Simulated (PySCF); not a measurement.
IO: energy against distance

Set-up: I x2c-SVPall, O x2c-SVPall; spin-free X2C with a Gaussian nucleus (PySCF 2.14). Energies in eV from I + O in their ground configurations at the same level. State: ²Π (doublet), unpaired electrons π ↑.

All columns are UHF. A positive dipole means I(−)O(+).

```tsv
R (Å)	E (eV)	μ (D)	Mulliken charge on I (basis-dependent)	HOMO (eV)	LUMO (eV)	Mayer bond order	⟨S²⟩
1.661	1.964	-2.09	0.50	-9.57	1.35	1.23	0.77
1.739	1.144	-2.01	0.45	-9.82	1.69	1.12	0.77
1.816	0.657	-1.98	0.42	-10.04	2.02	1.04	0.77
1.874	0.453	-1.99	0.39	-10.19	1.63	0.99	0.77
1.932	0.349	-1.98	0.36	-10.32	1.21	0.96	0.79
1.990	0.314	-1.90	0.33	-10.43	0.81	0.91	0.84
2.067	0.309	-1.58	0.26	-10.53	0.39	0.79	1.00
2.164	0.289	-1.10	0.17	-10.47	0.04	0.60	1.21
2.280	0.237	-0.68	0.11	-10.38	-0.26	0.41	1.39
2.434	0.162	-0.36	0.05	-10.31	-0.55	0.24	1.54
```

⟨S²⟩ of the unrestricted solution departs from its pure value on part of the curve, where spin states mix. These are scalar-relativistic numbers at best; spin–orbit coupling would shift them, the dissociation energy most. Hartree–Fock leaves out correlation, which carries a large part of most bond energies and some tenths to 1 eV of ionisation energies. The state is the lowest determinant that a PBE0 search found; another state may lie lower at other levels.
